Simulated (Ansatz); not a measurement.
F$_{3}$SiTe, SMILES `F[Si](F)(F)[Te]` radical at its PBE0-D4/def2-TZVP geometry, where that method's forces vanish. Charge 0, multiplicity 2. Te: def2 effective core potential.

```xyz
5

F    -0.4178   -1.0621    1.1801
Si   -0.1360   -0.0460    0.0087
F    -0.9886    1.2530    0.2752
F    -0.6846   -0.7303   -1.3009
Te    2.2269    0.5854   -0.1631
```

Task: What forces (eV/Å) does PBE-D4/def2-TZVPP give on these atoms in Ansatz? (Estimate.)

Result: Computed: 
```
F1  -0.118 -0.485  0.567
Si2  0.539  0.106 -0.043
F3  -0.390  0.640  0.127
F4  -0.248 -0.324 -0.637
Te5  0.216  0.063 -0.015
```
